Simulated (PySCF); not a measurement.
**Fractional electron number in Pt⁺ (platinum, charge +1)**

The 5d beta orbital of [Xe] 4f14 5d9 is emptied in steps (occupation f), with all orbitals relaxed, ending at [Xe] 4f14 5d8. All numbers are calculated (PySCF 2.14, scalar relativity through the core potential, in def2-TZVP with the def2 core potential (60 electrons)). The exact energy is a straight line in f; departures are measured from the line between the end points of the same method.

| f | BHandHLYP (eV) | wB97X (eV) | CAM-B3LYP (eV) |
| --- | --- | --- | --- |
| 1 | 0.000 | 0.000 | 0.000 |
| 0.9 | -0.162 | -0.096 | -0.186 |
| 0.7 | -0.396 | -0.233 | -0.451 |
| 0.5 | -0.487 | -0.287 | -0.551 |
| 0.3 | -0.419 | -0.248 | -0.472 |
| 0.1 | -0.184 | -0.109 | -0.206 |
| 0 | 0.000 | 0.000 | 0.000 |

```csv
method,E(f=0) − E(f=1) (eV),−ε at f=1 (eV),−ε at f=0.5 (eV)
BHandHLYP,18.542,16.795,18.476
wB97X,18.796,17.761,18.752
CAM-B3LYP,18.939,16.934,18.877
```

Orbital energy along the path (eV):

| f | BHandHLYP | wB97X | CAM-B3LYP |
| --- | --- | --- | --- |
| 1 | -16.795 | -17.761 | -16.934 |
| 0.9 | -17.052 | -17.921 | -17.242 |
| 0.7 | -17.715 | -18.310 | -18.012 |
| 0.5 | -18.476 | -18.752 | -18.877 |
| 0.3 | -19.291 | -19.233 | -19.794 |
| 0.1 | -20.154 | -19.756 | -20.752 |
| 0 | -20.608 | -20.001 | -21.250 |

Reference removal energy between the ground levels: 18.56 ± 0.12 eV (measured; NIST Atomic Spectra Database, ionization energies). The calculation has no spin-orbit coupling. The determinant left behind need not be the lowest term of the ion.
